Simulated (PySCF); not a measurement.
## The second ionisation energy along the 4d series

All values are computed (PySCF 2.14, energy differences of UHF-based or UKS calculations, no spin-orbit coupling). Values in eV. The last column holds reference values (NIST; (s) semi-empirical, (t) theoretical, else measured). Unmarked ones compare directly (S terms, centres of terms, or small fine structure); those marked * lie between the lowest fine-structure levels and include a spin-orbit shift.

| element | configurations | UHF | MP2 (valence) | SCS-MP2 (valence) | reference |
| --- | --- | --- | --- | --- | --- |
| Zr (cc-pVDZ-PP with ECP28MDF, ECP) | [Kr] 4d2 5s1 → [Kr] 4d2 | 12.244 | 12.424 | 12.304 | 13.13 * |
| Nb (cc-pVDZ-PP with ECP28MDF, ECP) | [Kr] 4d4 → [Kr] 4d3 | 13.094 | 13.518 | 13.236 | 14.32 (s) * |
| Mo (cc-pVDZ-PP with ECP28MDF, ECP) | [Kr] 4d5 → [Kr] 4d4 | 15.142 | 15.670 | 15.318 | 16.16 ± 0.12 (s) * |
| Ru (cc-pVDZ-PP with ECP28MDF, ECP) | [Kr] 4d7 → [Kr] 4d6 | 14.909 | 15.973 | 16.065 | 16.76 ± 0.06 (s) * |
| Pd (cc-pVDZ-PP with ECP28MDF, ECP) | [Kr] 4d9 → [Kr] 4d8 | 17.376 | 18.860 | 18.752 | 19.43 ± 0.12 (s) * |
| Ag (cc-pVDZ-PP with ECP28MDF, ECP) | [Kr] 4d10 → [Kr] 4d9 | 19.736 | 21.284 | 21.117 | 21.484 * |
| Cd (cc-pVDZ-PP with ECP28MDF, ECP) | [Kr] 4d10 5s1 → [Kr] 4d10 | 15.466 | 16.242 | 16.106 | 16.908 |

**Question.** Fill in the row of Tc (cc-pVDZ-PP with ECP28MDF, ECP) ([Kr] 4d5 5s1 → [Kr] 4d5).

**Answer.** UHF 14.204; MP2 (valence) 14.654; SCS-MP2 (valence) 14.354; reference 15.26 (s) (eV).

"Valence" correlates the outer s and p shells and, in groups 3 to 12 and the f block, the outer d or f shell, open or full, or the next shell where the ion has no valence electron left; the wider scheme adds the next inner shell.
